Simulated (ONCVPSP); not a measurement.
**chromium, ONCV: configuration errors across variants**

| Item | Value |
| --- | --- |
| Element | Cr (Z = 24) |
| Generator | ONCVPSP 4.0.1 |
| Type | optimised norm-conserving Vanderbilt (ONCV) |
| Functional | PBE |
| Relativity | non-relativistic |
| Frozen core | [Ne] 3s2 |
| Valence charge | 12 |
| Reference configuration | 3p6 3d5 4s0.5 (charge +0.5) |
| Partial waves | 4s: rc 2.45 bohr, ncon 4, nbas 8, qcut 2.7 1/bohr, 2 projectors, debl 0.9 Ha; 3p: rc 1.05 bohr, ncon 5, nbas 8, qcut 7.2 1/bohr, 2 projectors, debl 3.9 Ha; 3d: rc 1.55 bohr, ncon 4, nbas 9, qcut 10 1/bohr, 2 projectors, debl 2.7 Ha |
| Local potential | polynomial inside 0.80 bohr (lpopt 5, dvloc0 1 Ha) |
| Core correction | none |

All-electron excitation energies from the reference (eV): (1) 3p6 3d5 4s1 -2.653; (2) 3p6 3d5 4s0 4.126; (3) 3p6 3d4 4s0 20.279; (4) 3p6 3d4 4s1 4p1 0.984.

2 further variants failed, have other tests or too few solved ones, and are left out.

A true bound ghost makes a file unfit for plane-wave use even where its test errors are small: the radial tests pick states by their node count and pass the ghost by.

Errors AE − PS in meV (a dash: test not solved or not reliable):

```tsv
change	(1)	(2)	(3)	(4)	bound ghosts	GHOST(+) flags above zero
base	-2.0	-1.7	+30	-14	s	none
s: rc 2.56	-1.9	-1.6	+29	-13	s	none
s: rc 2.9	-1.7	-1.6	+22	-5.6	s	none
s: rc 3.1	-1.6	-1.7	+15	+1.2	s	none
```

**Question.** Give the same row for: s: rc 3.52.

**Answer.** -1.7, -2.8, -4.7, +17; bound ghosts: s; GHOST(+) flags above zero: none.
